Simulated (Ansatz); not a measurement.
C$_{2}$H$_{6}$AlF, SMILES `[CH3][Al]([CH3])[F]`. Total charge 0; spin multiplicity 1.

```xyz
10

C     0.3682   -1.5634    0.7059
Al   -0.5817    0.0730    0.2666
C     0.0556    1.4982   -0.8891
F    -2.0858    0.2847    0.9333
H    -0.1839   -2.1886    1.4107
H     0.5578   -2.1580   -0.1942
H     1.3483   -1.3443    1.1421
H    -0.6240    1.6483   -1.7341
H     1.0522    1.2998   -1.2911
H     0.0934    2.4502   -0.3501
```

(1) Give the diagnostics of a CCSD(T)/def2-TZVPP run (frozen core, Ansatz 0.2.0). (Estimate.)

Answers

(1) Computed: T1 = 0.0108, largest single amplitude 0.023, largest double 0.017, (T) share of the correlation energy 3.2 %, 9 CCSD cycles. The RHF solution is stable towards an unrestricted one. T1 lies under the customary mark of 0.02 for closed shells.
